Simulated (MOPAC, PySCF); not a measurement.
H₂Zn, SMILES `[ZnH2]`, neutral singlet in the gas phase. 

Cartesian coordinates (Å):
SMILES: [ZnH2]
```xyz
3

Zn     0.0000     0.0802     0.0000
H     -1.4506    -0.4527     0.0000
H      1.4506     0.6132     0.0000
```
Charge 0, spin multiplicity 1.

All levels are single points at this geometry (PBE0-D3(BJ)/def2-TZVP); Pople sets use spherical d functions. Orbital energies aren't observables, and empty levels follow the basis.

```
level                            HOMO (eV)  LUMO (eV)  gap (eV)  dipole (D)  vertical IE, Delta-SCF (eV)
-------------------------------  ---------  ---------  --------  ----------  ---------------------------
TPSSh-D3(BJ)/def2-TZVP in PySCF      -7.50      -0.94      6.56        0.00                        10.57
B3LYP/3-21G in PySCF                 -7.73      -0.93      6.80        0.00                            –
HF/3-21G in PySCF                   -10.65       1.39     12.03        0.00                            –
HF/STO-3G in PySCF                   -1.82       5.92      7.74        0.00                            –
PM6 in MOPAC                         -8.43      -1.20      7.23        0.00                            –
PM7 in MOPAC                         -7.52       5.14     12.66        0.00                            –
```
